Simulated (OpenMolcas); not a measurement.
## Multiplet structure of Mo V

```json
{
  "Program": "OpenMolcas",
  "Method": "CASSCF",
  "Basis": "ANO-RCC-VTZP [7s6p4d2f1g]",
  "Scalar Hamiltonian": "DKH2, point nucleus",
  "Active space": "2 electrons in 10 orbitals (4d 5d)",
  "State averaging": "2S+1 = 3 even, 10 roots; 2S+1 = 1 even, 15 roots",
  "Spin-orbit coupling": "RASSI with atomic mean-field integrals over the reference wave functions, term energies averaged over their components"
}
```

With spin-orbit coupling, above the lowest level:

| Configuration | Term | J | E (cm⁻¹) | Measured (cm⁻¹) | g | Term weight % | Second |
| --- | --- | --- | --- | --- | --- | --- | --- |
| 4d² | ³F | 2 | 0.0 | 0.0 | 0.670 | 99 |  |
| 4d² | ³F | 3 | 1495 | 1578 | 1.084 | 100 |  |
| 4d² | ³F | 4 | 3241 | 3357 | 1.250 | 100 |  |
| 4d² | ¹D | 2 | 12596 | 10190 | 1.096 | 79 | 20 ³P |
| 4d² | ³P | 0 | 13693 | 11161 |  | 100 |  |
| 4d² | ³P | 1 | 14285 | 11807 | 1.501 | 100 |  |
| 4d² | ³P | 2 | 15805 | 13408 | 1.402 | 80 | 20 ¹D |
| 4d² | ¹G | 4 | 19048 | 16354 | 1.001 | 100 |  |
| 4d² | ¹S | 0 | 44276 | 37738 |  | 100 |  |

Against the 8 measured excited levels shown (Sugar and Musgrove, J. Phys. Chem. Ref. Data 17, 155 (1988)) the mean absolute deviation is 2400 cm-1; the largest miss in energy is 4d² ¹S₀: computed 44276, measured 37738 cm⁻¹ (+17.3 %), and the largest in proportion 4d² ¹D₂ (+23.6 %).

Spin-orbit coupling puts the lowest level 1944 cm⁻¹ below the lowest spin-free term.

A least-squares Racah fit to the terms below 60000 cm-1, each weighted by 2L + 1 and with a free common offset, gives B = 850 cm-1 and C = 3375 cm-1 (C/B = 3.97), with an rms deviation of 68 cm-1.

For ³F the intervals divided by the larger J are 498.2, 436.6 cm-1. Landé's interval rule makes them equal in pure LS coupling; they differ by 13 % of their mean. The multiplet is regular.

Without dynamic correlation excited terms often stand tens of per cent too high (terms of higher spin than the ground term too low), and those without a measured partner can miss by more than the paired ones. Active for correlation alone: 5d; no level in the range computed is led by a configuration that fills it, so any true level of that kind is missing. Measured partners are found by configuration, term and J. A level has none where our copy of the source lacks it or the pairing is in doubt (some pairs that miss far off the trend of their configuration count as doubtful), and it then counts in no deviation. Only configurations of the active space appear. The first state left out of the spin-orbit step lies near 250000 cm-1 above the lowest spin-free state of the reference (among the parities and spins computed), and the list stops at four fifths of that energy or lower.

The term weight is that of the spin-free term in the level, not the purity of its configuration.
